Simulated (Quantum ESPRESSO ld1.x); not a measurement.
Values are calculated unless marked as measured or tabulated.
Task: The iron ion Fe23+, 3 electrons, occupied as [He] 2s1. Level of theory: scalar-relativistic Kohn-Sham, LDA (Slater exchange, Perdew-Zunger correlation), spin-polarised, spherical densities, point nucleus; open shells are filled with parallel spins first (ld1.x of Quantum ESPRESSO 7.5). Some entries of the table are withheld. Estimate them.

orbital,occ.,eigenvalue (hartree),r(max) (bohr)
1s up,1,(1),(2)
1s down,1,(3),(4)
2s up,1,-73.7031,0.2076
2s down,0,-72.4074,0.2075

Result: 
(1) 1s up eigenvalue (hartree): -313.062
(2) 1s up r(max) (bohr): 0.03821
(3) 1s down eigenvalue (hartree): -312.785
(4) 1s down r(max) (bohr): 0.03823
